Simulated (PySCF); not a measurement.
Geometry:
```csv
atom,x (Å),y (Å),z (Å)
C1,-2.418,-0.273,0.681
C2,-0.932,-0.539,0.505
C3,-0.293,0.318,-0.581
C4,1.188,0.035,-0.821
Ge5,2.363,0.388,0.714
H6,-2.606,0.779,0.951
H7,-2.853,-0.902,1.472
H8,-2.974,-0.477,-0.249
H9,-0.413,-0.368,1.465
H10,-0.769,-1.605,0.267
H11,-0.430,1.384,-0.324
H12,-0.848,0.166,-1.524
H13,1.564,0.652,-1.652
H14,1.338,-1.016,-1.123
H15,3.832,0.430,0.249
H16,2.001,1.751,1.342
H17,2.236,-0.697,1.802
```

Geometry: PBE0-D3(BJ)/def2-SVP; GIAO shifts from PySCF, gas phase, non-relativistic, averaged over equivalent atoms.

At PBE0/pcSseg-1 (169 basis functions, 43 s wall time on 1 thread of an Arm Neoverse N1, shared host):
```tsv
atoms	δ (ppm)
C3	32.4
C2	27.2
C1	16.6
C4	12.0
Ge5	-221.7
H15/H16/H17	3.80
H11/H12	1.39
H9/H10	1.13
H6/H7/H8	0.98
H13/H14	0.97
```

δ = σ(ref) − σ, references computed at the same level: ¹³C (184.41 ppm) and ¹H (31.27 ppm) against TMS; GeMe4 for ⁷³Ge (1330.28 ppm).

Predict the values at KT3/pcSseg-1 on the same geometry.

## Answers


```
      atoms  δ at KT3/pcSseg-1  change
         C3               34.4    +2.0
         C2               29.2    +2.0
         C1               17.6    +1.0
         C4               14.4    +2.4
        Ge5             -222.3    -0.6
H15/H16/H17               3.64   -0.16
    H11/H12               1.48   +0.09
     H9/H10               1.22   +0.09
   H6/H7/H8               0.99   +0.01
    H13/H14               1.08   +0.11
```

Scale: ¹³C (σref 182.31) and ¹H (σref 31.32) vs TMS; ⁷³Ge (σref 1320.18) vs GeMe4 (reference shieldings calculated alike).

The largest change is at C4 (sp3 CH2 bonded to Ge). Cost: 169 basis functions, 48 s wall time on 1 thread of an Arm Neoverse N1, shared host. The order of the carbon signals is the same at both levels.

Relativistic effects, spin–orbit coupling among them, are left out; they matter for Ge and for the light atoms bonded to it.
